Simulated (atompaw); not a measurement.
Before and after: PAW (atompaw) potential for tungsten

- Element: tungsten (W)
- Generator: atompaw 4.2.0.5
- Type: PAW
- Functional: PBE
- Relativity: scalar-relativistic
- Frozen core: [Xe] 4f14
- Valence charge: 6
- Reference configuration: 5d4 6s0 6p0 (charge +2)
- Partial waves: 6s (bound, empty); 6s channel at 0.2 Ry; 6p (bound, empty); 6p channel at 0.55 Ry; 5d (bound); 5d channel at 2.85 Ry; 5f channel at 0.35 Ry
- Local potential: troulliermartins scheme with l = 4 at 0 Ry, radius 2.25 bohr
- Core correction: smooth core density matched at 2.85 bohr
- Augmentation charge: sinc compensation charge, radius 2.85 bohr; PAW radius 2.90 bohr; waves and projectors: bloechl

Change: local potential troulliermartins scheme with l = 4 at 0 Ry, radius 2.86 bohr.

Cutoffs: the cutoffs (Ry, on a coarse ladder) from which the occupation-weighted sum of valence levels, in a spherical-Bessel basis at the reference potential, stays within 10 and 1 mRy of its value at 400 Ry; they do not see the model core or the augmentation charge, which bear on the density cutoff.

Q: What does the change do?

A: The potential gets softer (30 Ry and 35 Ry → 18 Ry and 25 Ry); the bound ghosts move from p, s to p. A state that the projectors do not describe sees the local part alone, so a deeper or shallower local part can create or remove a ghost.

```tsv
quantity	base	changed
cutoff, loose	30 Ry	18 Ry
cutoff, tight	35 Ry	25 Ry
bound ghosts	s, p	p
s: phases at 2.91 bohr within 0.05 rad from the reference energy up to (Ry; the scan ends near 5)	2.8	3.2
p: phases at 2.91 bohr within 0.05 rad from the reference energy up to (Ry; the scan ends near 5)	3.8	n/a
d: phases at 2.91 bohr within 0.05 rad from the reference energy up to (Ry; the scan ends near 5)	to the end of the scan	to the end of the scan
f: phases at 2.91 bohr within 0.05 rad from the reference energy up to (Ry; the scan ends near 5)	3.4	3.5
lowest overlap eigenvalue by channel	s 0.23, p 0.04, d 0.96, f 0.95	s 0.45, p 0.04, d 0.94, f 1.00
```

 A true bound ghost makes a file unfit for plane-wave use even where its test errors are small: the radial tests pick states by their node count and pass the ghost by. The cutoffs see the waves, projectors and local potential, not the compensation charge or the core.
